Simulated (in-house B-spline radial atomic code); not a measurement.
## Ionising Ti IX (Ti8+) with different functionals

Computed with a B-spline radial code for spherical atoms: non-relativistic Hamiltonian, point nucleus, spin-polarised at highest spin, spherical fractional occupations for the functionals, and exact exchange of hybrids averaged over the configuration. The ionisation energy is the difference of two self-consistent energies, [Ne] 3s2 3p2 → [Ne] 3s2 3p1, without Breit or QED terms; ε is the level of the shell that loses the electron (its least bound occupied spin orbital).

```csv
method,rung,ΔSCF (eV),-ε(3p) (eV)
PBE0,global hybrid,192.28,183.60
B3LYP,global hybrid,192.39,183.01
TPSSh,global hybrid,192.43,182.00
M06-2X,global hybrid,?,?
BHandHLYP,global hybrid,?,?
r2SCAN0,global hybrid,192.49,184.03
B97-1,global hybrid,192.26,183.05
HSE06,range-separated hybrid,192.25,183.14
wB97X,range-separated hybrid,192.23,186.08
CAM-B3LYP,range-separated hybrid,192.33,185.01
LC-wPBE,range-separated hybrid,192.44,186.28
```

(1) What does M06-2X give?

(2) What does BHandHLYP give?

(3) Among the functionals, which spreads more, the ΔSCF values or the orbital energies?

(4) How do they compare with the NIST value?

Answers

(1) ΔSCF 192.08 eV, and -ε(3p) = 186.59 eV.

(2) ΔSCF 192.17 eV, and -ε(3p) = 186.44 eV.

(3) The orbital energies: ΔSCF values span about 0.40 eV and the orbital energies 4.58 eV; here energy differences depend much less on the functional than eigenvalues do.

(4) NIST lists 192.1 eV ± 0.4 (semi-empirical, ground level to ground level). Errors run from -0.02 to +0.39 eV; all lie within about twice that uncertainty, so the table can't rank the methods.
